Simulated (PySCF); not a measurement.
Species: p-chlorotoluene, C7H7Cl.
Atom-mapped SMILES: `[CH3:1][c:2]1[cH:3][cH:4][c:5]([Cl:6])[cH:7][cH:8]1` (hydrogens: H9, H10, H11 on C1; H12 on C3; H13 on C4; H14 on C7; H15 on C8)

All values: PBE0/def2-SVPD (PySCF, non-relativistic), on one gas-phase PBE0-D3(BJ)/def2-SVP geometry that isn't relaxed in the solvent. The solvent is an IEF-PCM continuum (cavity from Bondi-type radii × 1.2), and excitations are vertical TDDFT with non-equilibrium linear response and a frozen core. Only the electrostatic response of the medium enters.

Gas-phase singlets (H = HOMO, L = LUMO):

```json
{"state": "S1", "E (eV)": "5.134", "λ (nm)": "241", "f": "0.008", "leading configurations": "H→L 74%, H-1→L+1 25%"}
{"state": "S2", "E (eV)": "5.762", "λ (nm)": "215", "f": "0.159", "leading configurations": "H→L+1 82%, H-1→L 17%"}
{"state": "S3", "E (eV)": "6.230", "λ (nm)": "199", "f": "0.000", "leading configurations": "H→L+2 88%, H→L+3 9%"}
{"state": "S4", "E (eV)": "6.686", "λ (nm)": "185", "f": "0.298", "leading configurations": "H-1→L+1 69%, H→L 23%"}
{"state": "S5", "E (eV)": "6.785", "λ (nm)": "183", "f": "0.658", "leading configurations": "H-1→L 76%, H→L+1 15%"}
```

Task: How does the list change in acetone (ε = 20.49)?

Result: 
```json
{"state": "S1", "E (eV)": "5.170", "λ (nm)": "240", "f": "0.010", "leading configurations": "H→L 74%, H-1→L+1 26%", "change by rank (eV)": "+0.036"}
{"state": "S2", "E (eV)": "5.753", "λ (nm)": "216", "f": "0.214", "leading configurations": "H→L+1 84%, H-1→L 15%", "change by rank (eV)": "-0.009"}
{"state": "S3", "E (eV)": "6.250", "λ (nm)": "198", "f": "0.000", "leading configurations": "H→L+2 95%", "change by rank (eV)": "+0.020"}
{"state": "S4", "E (eV)": "6.593", "λ (nm)": "188", "f": "0.417", "leading configurations": "H-1→L+1 71%, H→L 24%", "change by rank (eV)": "-0.093"}
{"state": "S5", "E (eV)": "6.665", "λ (nm)": "186", "f": "0.819", "leading configurations": "H-1→L 81%, H→L+1 14%", "change by rank (eV)": "-0.120"}
```

Task: What are the lowest 5 singlets in methanol (ε = 32.61)?

Result: 
| state | E (eV) | λ (nm) | f | leading configurations | change by rank (eV) |
| --- | --- | --- | --- | --- | --- |
| S1 | 5.172 | 240 | 0.010 | H→L 74%, H-1→L+1 26% | +0.038 |
| S2 | 5.757 | 215 | 0.210 | H→L+1 83%, H-1→L 16% | -0.005 |
| S3 | 6.251 | 198 | 0.000 | H→L+2 95% | +0.021 |
| S4 | 6.603 | 188 | 0.410 | H-1→L+1 71%, H→L 24% | -0.083 |
| S5 | 6.676 | 186 | 0.812 | H-1→L 81%, H→L+1 14% | -0.109 |

Task: The ground-state energy changes by -0.139 eV from gas to methanol. By how much does the total energy of gas-phase S1 change?

Result: E(S1) = E(S0) + excitation energy, so it changes by -0.139 + 0.038 = -0.101 eV: it is lowered less than the ground state, which is what a blue shift means. This is the vertical state, with the slow part of the continuum still set for S0.

Task: How do the frontier levels move from gas to methanol?

Result: 
| orbital | gas (eV) | solvent (eV) | change (eV) |
| --- | --- | --- | --- |
| LUMO+2 | 0.54 | 0.61 | +0.07 |
| LUMO+1 | -0.51 | -0.48 | +0.03 |
| LUMO | -0.60 | -0.55 | +0.05 |
| HOMO | -6.92 | -6.94 | -0.02 |
| HOMO-1 | -7.64 | -7.61 | +0.03 |
| HOMO-2 | -8.91 | -9.08 | -0.17 |
| HOMO-3 | -9.36 | -9.44 | -0.08 |

The HOMO–LUMO gap goes from 6.32 to 6.39 eV. Rows go by rank; for LUMO+2 the atom shares or the degeneracy differ between the runs, so the row needn't follow one orbital.
